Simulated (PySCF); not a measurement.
# PySCF run on Ge2

Input:

```python
from pyscf import gto, dft
from pyscf.prop.polarizability import uhf as pol

mol = gto.M(
    atom='Ge 0 0 0; Ge 0 0 2.204',
    basis='ano-rcc-vdzp',
    charge=0,
    spin=2,
    verbose=4,
)
mf = dft.UKS(mol, xc='pbesol')
mf = mf.sfx2c1e()
mf.kernel()
print('polarizability (a.u.)')
print(pol.Polarizability(mf).polarizability().round(4))
mf.dip_moment()
print('orbital energies (hartree):', [e[max(0, n-3):n+3].round(4) for e, n in zip(mf.mo_energy, mol.nelec)])
```

```bash
$ python input.py
```

It prints (some set-up lines and the per-cycle HOMO/LUMO lines with their warnings removed):

```
PySCF version 2.14.0

[INPUT] Symbol           X                Y                Z      unit          X                Y                Z       unit  Magmom
[INPUT]  1 Ge     0.000000000000   0.000000000000   0.000000000000 AA    0.000000000000   0.000000000000   0.000000000000 Bohr   0.0
[INPUT]  2 Ge     0.000000000000   0.000000000000   2.204000000000 AA    0.000000000000   0.000000000000   4.164956378541 Bohr   0.0

nuclear repulsion = 245.860918322178
number of shells = 6
number of NR pGTOs = 252
number of NR cGTOs = 54
basis = ano-rcc-vdzp
ecp = {}

******** <class 'pyscf.x2c.sfx2c1e.sfX2C1eUKS'> ********
method = sfX2C1eUKS
initial guess = minao
damping factor = 0
level_shift factor = 0
DIIS = <class 'pyscf.scf.diis.CDIIS'>
SCF conv_tol = 1e-09
SCF max_cycles = 50
number electrons alpha = 33  beta = 31
XC functionals = pbesol

grids dens level: 3

******** <class 'pyscf.x2c.sfx2c1e.SpinFreeX2CHelper'> ********
approx = 1e
xuncontract = 1
tot grids = 41280
init E= -4194.00479161542

cycle= 1 E= -4193.83252915557  delta_E= 0.172  |g|=  0.3  |ddm|= 1.48
cycle= 2 E= -4193.82227525439  delta_E= 0.0103  |g|= 0.397  |ddm|= 0.193
cycle= 3 E= -4193.84602012349  delta_E= -0.0237  |g|= 0.00591  |ddm|= 0.106
cycle= 4 E= -4193.84603499458  delta_E= -1.49e-05  |g|= 0.00205  |ddm|= 0.0127
cycle= 5 E= -4193.84603815092  delta_E= -3.16e-06  |g|= 4.58e-05  |ddm|= 0.00409
cycle= 6 E= -4193.84603815268  delta_E= -1.76e-09  |g|= 7.36e-06  |ddm|= 0.000163
cycle= 7 E= -4193.84603815271  delta_E= -2.46e-11  |g|= 4.05e-07  |ddm|= 1.37e-05
Extra cycle  E= -4193.84603815271  delta_E=    0  |g|= 3.05e-07  |ddm|= 5.43e-06
converged SCF energy = -4193.84603815271  <S^2> = 2.0008131  2S+1 = 3.000542
polarizability (a.u.)
Isotropic polarizability 64.2531649327
Polarizability anisotropy 49.615846221
[[36.1704 16.4213  0.    ]
 [16.4213 63.1587 -0.    ]
 [ 0.     -0.     93.4304]]
Dipole moment(X, Y, Z, Debye):  0.00000,  0.00000, -0.00000
orbital energies (hartree): [array([-0.2101, -0.2078, -0.1886, -0.0978, -0.078 ,  0.0473]), array([-0.499 , -0.3402, -0.1729, -0.1688, -0.1639, -0.0612])]
```

In short: E(SCF) = -4193.846038 Eh, 7 cycles, ⟨S²⟩ = 2.001, μz(SCF) = 0.00 D, α(xx, yy, zz) = 36.2, 63.2, 93.4 bohr³.

Wall time 22 s on one thread of a shared host.

The bond length is a typed value, not an optimised one. No search for the lowest solution was made.
